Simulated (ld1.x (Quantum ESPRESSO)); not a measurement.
# LDA (PZ) TM dataset for P (Z = 15), scalar-relativistic all-electron reference.

P (Z = 15), norm-conserving Troullier–Martins (Kleinman–Bylander form), made with ld1.x (Quantum ESPRESSO) 7.5 (LDA (PZ), scalar-relativistic). Core [Ne], reference 3s2 3p3. Waves: 3s (bound): rc 1.15 bohr; 3p (bound): rc 1.80 bohr; 3d channel at 0.05 Ry: rc 1.45 bohr. Local part: the d channel. Core correction: none.

Poles of the logarithmic derivatives, all-electron (AE) and pseudo (PS). s: poles at 1.4 (AE) and 0.5, 2.2 (PS) Ry. p: poles at 2.4 (AE) and 2.2 (PS) Ry. d: poles at 3.4 (AE) and 3.4 (PS) Ry. Test radius 1.96 bohr.

- Cutoffs needed: 55 Ry and 140 Ry (the cutoffs (Ry, on a coarse ladder) from which the occupation-weighted sum of valence levels, in a spherical-Bessel basis at the reference potential, stays within 10 and 1 mRy of its value at 400 Ry)
- Ghost test: no extra level below or beside the all-electron valence levels (s, p, d, f tested) (spherical-Bessel basis up to 400 Ry, 20 bohr box)
- Largest excitation error: +327 meV (all-electron minus pseudo) for 3s2 3p0, out of 7 test configurations
